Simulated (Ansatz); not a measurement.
## Which is lower?

Two relaxed structures of BSiH$_{3}$Cl$_{2}$, singlet (PBE0-D4/def2-TZVP; forces vanish, vibrations not checked).

A:

Cl1  (-1.634, -1.823, -0.439)
B2  (-0.170, -1.165, 0.207)
Si3  (0.313, 0.777, -0.027)
Cl4  (-1.117, 1.804, -1.091)
H5  (0.545, -1.917, 0.800)
H6  (0.458, 1.427, 1.302)
H7  (1.605, 0.896, -0.752)
(Å)

B:

```
7
angstrom
Cl -1.5487 -1.9183 -0.8231
B -0.8888 -1.0479 0.5361
Si 0.7733 0.0819 0.3379
Cl -1.6687 -1.2148 2.0871
H 1.9437 -0.7814 0.6603
H 0.7504 1.2255 1.2863
H 0.9172 0.5820 -1.0536
```

Ansatz 0.2.0; basis: def2-TZVPP; cores frozen in the correlated methods. B3LYP uses VWN-RPA correlation.

Question: Which structure is lower at CCSD(T), and by how much? (An estimate is asked for; the value comes from the calculation.)

Answer: By the calculation: B, by 0.030 eV (electronic energy, against the other); a gap this small isn't resolved in one triple-zeta basis. By their contacts, A is BSiH₃Cl₂ ([Cl][BH][SiH2][Cl]) and B is BSiH₃Cl₂ ([SiH3][B]([Cl])[Cl]).

Question: Do the other methods give the same order? (A judgement: the text doesn't fix the answer.)

Answer: By the calculation: Not all: wB97M-V, HF, CCSD give the other order.

```
   method  E(B) − E(A) (eV)
   PBE-D4            -0.084
r2SCAN-D4            -0.041
  PBE0-D4            -0.033
 B3LYP-D4            -0.010
  wB97M-V             0.001
       HF             0.125
      MP2            -0.033
     CCSD             0.004
  CCSD(T)            -0.030
```

No T1 diagnostic of these runs exceeds 0.014.

Labels in which every atom is bracketed show which atoms are joined, not bond orders.

For scale, one of the runs: CCSD(T)/def2-TZVPP, 199 basis functions, launched by `ansatz run in.yaml --threads 2 --pin off --events-out ev --progress --plain --max-ram 4352MiB`. The run took 19 s on 2 CPU threads of an AMD EPYC 9R45 (shared host), with 2.2 GiB of host memory at its peak.
